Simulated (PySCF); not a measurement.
C₂H₄N₂OSi.

```xyz
10

O      2.0705     0.5055     0.0000
Si     0.7030    -0.4136     0.0000
N     -0.4341    -0.0715     1.3479
C     -1.5415     0.1904     0.7664
C     -1.5415     0.1904    -0.7664
N     -0.4341    -0.0715    -1.3479
H      1.9752     1.4652     0.0000
H      1.1357    -1.8265     0.0000
H     -2.4702     0.4119     1.3260
H     -2.4702     0.4119    -1.3260
```

Geometry optimised at r2SCAN-D4/def2-SVP. This is a generated structure with no PubChem entry under its InChIKey; it may be hypothetical. Other conformers were not sampled.

These are PBE0/pcSseg-1 (PySCF) values and carry that method's errors. Non-relativistic, no solvent.

Computed absolute GIAO shielding of each atom: isotropic value and principal components (ppm):
| atom | σ(iso) | σ11 | σ22 | σ33 | span |
|---|---|---|---|---|---|
| O1 | 298.7 | 275.5 | 294.2 | 326.5 | 51.1 |
| Si2 | 345.6 | 260.1 | 365.5 | 411.1 | 151.0 |
| N3 | -158.4 | -543.3 | -218.5 | 286.6 | 829.9 |
| C4 | 7.9 | -108.5 | 30.8 | 101.4 | 209.9 |
| C5 | 7.9 | -108.5 | 30.8 | 101.4 | 209.9 |
| N6 | -158.4 | -543.3 | -218.5 | 286.6 | 829.9 |
| H7 | 29.5 | 21.8 | 24.1 | 42.7 | 21.0 |
| H8 | 26.2 | 23.6 | 23.6 | 31.5 | 7.9 |
| H9 | 22.9 | 21.6 | 22.3 | 24.6 | 3.0 |
| H10 | 22.9 | 21.6 | 22.3 | 24.6 | 3.0 |
